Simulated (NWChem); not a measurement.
Species: CH$_{2}$FNO$_{2}$Si; SMILES N#CO[Si@@H](O)F

```xyz
8

N     -0.1259     2.9414    -0.0659
C      0.2354     1.8439     0.0848
O      0.6807     0.6425     0.2737
Si    -0.0352    -0.7658    -0.3521
O      0.8901    -2.0051     0.1483
F     -1.5147    -0.7991     0.2478
H     -0.0630    -0.7305    -1.8141
H      1.0902    -2.1089     1.0896
```
Atoms are numbered in this order, from 1.

Computed with NWChem. Pople sets run with spherical d functions. Coordinates come from a B3LYP/6-31G* (spherical d) optimisation. Total energies compare along this basis series because the functional is fixed.

```json
[
 {"level": "TPSS/STO-3G", "basis functions": "36", "energy (Ha)": "-625.8540", "highest occupied level (eV)": "-3.92", "orbital gap (eV)": "7.63", "dipole (D)": "4.51"},
 {"level": "TPSS/3-21G", "basis functions": "62", "energy (Ha)": "-630.5598", "highest occupied level (eV)": "-7.23", "orbital gap (eV)": "7.11", "dipole (D)": "4.05"},
 {"level": "TPSS/6-31G*", "basis functions": "92", "energy (Ha)": "-633.9798", "highest occupied level (eV)": "-7.29", "orbital gap (eV)": "7.05", "dipole (D)": "4.32"},
 {"level": "TPSS/6-31+G*", "basis functions": "116", "energy (Ha)": "-634.0009", "highest occupied level (eV)": "[?]", "orbital gap (eV)": "6.42", "dipole (D)": "4.35"},
 {"level": "TPSS/6-311G**", "basis functions": "128", "energy (Ha)": "-634.1163", "highest occupied level (eV)": "-7.52", "orbital gap (eV)": "6.92", "dipole (D)": "4.33"},
 {"level": "TPSS/6-311++G**", "basis functions": "154", "energy (Ha)": "-634.1272", "highest occupied level (eV)": "-7.71", "orbital gap (eV)": "6.39", "dipole (D)": "4.33"}
]
```

### Question
Fill in the missing entries.

### Answer

- TPSS/6-31+G*, highest occupied level (eV): -7.65
